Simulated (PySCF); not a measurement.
Assignment exercise: C5H12P2

Bonds: C1-C2, C2-C3, C3-C4, C3-C5, C3-P6, P6-P7. C1 carries H8, H9, H10; C2 carries H11, H12; C4 carries H13, H14, H15; C5 carries H16, H17, H18; P7 carries H19.

All values are calculated (PySCF 2.14.0 with density-fitted response routines): shielding tensors at PBE0/pcSseg-1 (GIAO), GFN2-xTB structure. Averaged over atoms made equivalent by symmetry, fast rotation or ring inversion, no solvent, relativity neglected, one computed conformer.

Referencing at the same level of theory: TMS for 13C, 1H.

**Question.** Assign these signals to the numbered atoms. 13C{1H} NMR (computed): δ 54.6 (C), 39.9 (CH2), 30.7 (CH3), 14.7 (CH3).

**Answer.** 
54.6 → C3, carbon bonded to 3 C, P
39.9 → C2, carbon bonded to 2 C, 2 H
30.7 → C4/C5, carbon bonded to C, 3 H
14.7 → C1, carbon bonded to C, 3 H

**Question.** Assign these signals to the numbered atoms. 1H NMR (400 MHz, computed): δ 9.63 (m, 1H), 2.00 (m, 2H), 1.59 (m, 6H), 0.97 (t, 3H).

**Answer.** 
```tsv
δ (ppm)	atoms	environment	reason
9.63	H19	hydrogen on a phosphorus bonded to P	–
2.00	H11/H12	hydrogen on a carbon bonded to 2 C	–
1.59	H13/H14/H15/H16/H17/H18	hydrogen on a carbon bonded to C	–
0.97	H8/H9/H10	hydrogen on a carbon bonded to C	–
```

Splittings by 31P in the carbon and heteronuclear signals aren't shown, as no couplings were computed. Shifts are as computed. Against solution values, carbons near 30 ppm lie about +3 ppm off and those near 130 ppm about +5 ppm. Of 1211 compounds with measured shifts, 218 miss one by over three times the rms of a fit or turn the order of signals round; such compounds aren't used in these exercises. Multiplicities follow the n + 1 count of equivalent neighbours, as no J values were calculated; m marks all less simple cases, F and P coupling included.
